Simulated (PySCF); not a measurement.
An element was calculated at r2SCAN (PySCF 2.14, spin-free X2C, a double-zeta basis, no spin-orbit coupling), in the ground configurations that NIST lists.

* first ionisation energy: 5.306 eV
* second ionisation energy: 11.229 eV
* third ionisation energy: 25.557 eV

**Question.** Which element is it?

**Answer.** Europium (Eu, Z = 63), in cc-pVDZ-X2C. NIST lists 5.670, 11.24 ± 0.006, 24.84 ± 0.03 eV for these ionisation energies.
